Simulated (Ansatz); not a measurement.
A structure relaxed at r2SCAN/def2-SVP in Ansatz, charge 0, singlet:

```xyz
6

Na   -0.6193    2.9459   -1.5960
Na    0.5675    0.2508    0.2373
Na    1.5376   -2.9967   -0.5545
K    -2.0429    2.1620    2.3855
K     1.0574   -0.2514   -3.6051
K    -0.5004   -2.1106    3.1328
```

Q: Give its formula and point group.

A: K3Na3. Point group Cs (tolerance 0.1 Å).

Q: Summarise the bond lengths by kind (pairs closer than 1.2 times the sum of covalent radii, bridged metal pairs left out).

A: 7 × K–Na 3.88 to 4.31 Å; 2 × Na–Na 3.47 to 3.48 Å; 1 × K–K 4.60 Å.

The restricted singlet is unstable towards broken spin symmetry in Hartree–Fock (as tested in another run); at r2SCAN/def2-SVP this wasn't settled. The structure comes from a short search, and lower isomers may exist.
